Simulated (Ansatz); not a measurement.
Start from `OB(F)[S][SnH3]` and change one atom or group to get `O[B](F)[GeH2][SiH3]`.

Ansatz, PBE0-D4/def2-TZVP geometries, multiplicity 1. Each molecule was computed in one conformer, which needn't be the lowest.

Elements past krypton have def2 core potentials. Scalar relativity is left out up to krypton.

```tsv
property	`OB(F)[S][SnH3]`
HOMO–LUMO gap (PBE0/def2-TZVPP) / eV	6.84
LUMO energy (PBE0/def2-TZVPP) / eV	-0.96
HOMO energy (PBE0/def2-TZVPP) / eV	-7.80
HOMO energy (ωB97M-V/def2-TZVPP) / eV	-9.94
HOMO–LUMO gap (ωB97M-V/def2-TZVPP) / eV	10.57
HOMO energy (B3LYP/def2-TZVPP) / eV	-7.55
```

(1) What does the change do to each property? (An estimate is asked.)

Answers

(1) Computed: 
```csv
property,`O[B](F)[GeH2][SiH3]`,shift
HOMO–LUMO gap (PBE0/def2-TZVPP) / eV,7.40,0.56
LUMO energy (PBE0/def2-TZVPP) / eV,-0.67,0.29
HOMO energy (PBE0/def2-TZVPP) / eV,-8.06,-0.26
HOMO energy (ωB97M-V/def2-TZVPP) / eV,-10.10,-0.16
HOMO–LUMO gap (ωB97M-V/def2-TZVPP) / eV,11.31,0.74
HOMO energy (B3LYP/def2-TZVPP) / eV,-7.85,-0.30
```

With PBE0 the HOMO falls by 0.26 eV and the LUMO rises by 0.29 eV, so the gap widens by about 0.55 eV. PBE moves the HOMO by -0.32 eV and ωB97M-V by -0.16 eV.

Positive LUMOs are unbound, so they and the gaps depend on the basis.

B3LYP here is the variant with VWN-RPA as its local correlation; programs differ in this.
